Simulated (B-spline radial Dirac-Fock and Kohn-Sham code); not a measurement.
Kohn-Sham estimates against Dirac-Fock for the levels of Fe²⁺

System: iron as Fe²⁺, [Ar] 3d6.

The density-functional columns are spherical, spin-unpolarised Dirac-Kohn-Sham results without Breit or QED terms: −ε is minus the orbital energy of the initial state and ΔSCF the difference of two total energies. The reference in the last column comes from Dirac-Fock ΔSCF + Breit + QED. All numbers are from a radial atomic solver, in eV; a selection of levels is shown. The Kohn-Sham columns are given as differences from the reference. For the 1s level of heavy atoms much of the gap between ΔSCF and the reference is the Breit and QED part, -11.4 eV here; for other levels the error of the functional can be larger.

| level | PBE −ε − DF | PBE ΔSCF − DF | LDA −ε − DF | LDA ΔSCF − DF | Dirac-Fock |
| --- | --- | --- | --- | --- | --- |
| 1s | -128.8 | +27.7 | -144.4 | +11.6 | 7144.9 |
| 2s | -44.6 | -19.4 | -46.4 | -21.1 | 882.3 |
| 2p1/2 | -30.1 | +0.3 | -30.5 | -0.1 | 754.9 |
| 2p3/2 | -30.4 | -0.5 | -30.8 | -0.9 | 742.7 |
| 3s | -17.4 | -7.6 | -17.8 | -8.0 | 129.9 |
| 3p1/2 | -11.4 | -1.8 | -11.4 | -1.8 | 90.89 |
| 3p3/2 | -11.4 | -1.9 | -11.4 | -1.9 | 89.38 |
| 3d | -6.0 | +2.5 | -5.7 | +2.8 | 31.72 |

Values without a named source are computed, but for edge energies of neutral atoms, which are taken from tables.
